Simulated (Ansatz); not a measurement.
The cluster Ga2H4⁻. The state is a doublet with charge -1. Geometry PBE0-D4/def2-TZVPD; atoms count from 1.

```xyz
6

Ga    1.0032    0.6365    0.0499
Ga   -1.0035   -0.6365   -0.0455
H     2.2386    0.4666   -0.9634
H    -2.2449   -0.4704    0.9608
H    -1.2985   -1.7806   -1.1342
H     1.3051    1.7844    1.1324
```

The highest occupied level of the charge -1 doublet lies above zero (up to 0.15 eV). By energy differences its removal costs 1.54 eV (vertical, to the charge 0 singlet, at PBE0-D4/def2-TZVPD); a positive level beside a positive removal energy at the same level points to self-interaction error. The structure comes from a short search, and lower isomers may exist.

Problem. Estimate the Mulliken populations from the PBE0/def2-TZVPD orbitals of Ansatz.

Solution. 
```
atom  charge (e)  spin (α − β)
 Ga1       -0.15          0.55
 Ga2       -0.15          0.55
  H3       -0.18         -0.02
  H4       -0.18         -0.02
  H5       -0.18         -0.02
  H6       -0.18         -0.02
```
Mulliken values and Mayer orders depend strongly on the basis. With diffuse functions, as here, like atoms can get unlike values, and bond orders can come out too low or too high.

Problem. Where does the spin sit?

Solution. Summed by element: Ga 1.09, H -0.09, of 1 unpaired in all. Largest on single atoms: Ga2 0.55, Ga1 0.55, H5 -0.02.

Problem. And the Mayer bond orders between bonded heavy atoms (over 0.3)?

Solution. Ga1–Ga2 1.51 (2.38 Å).
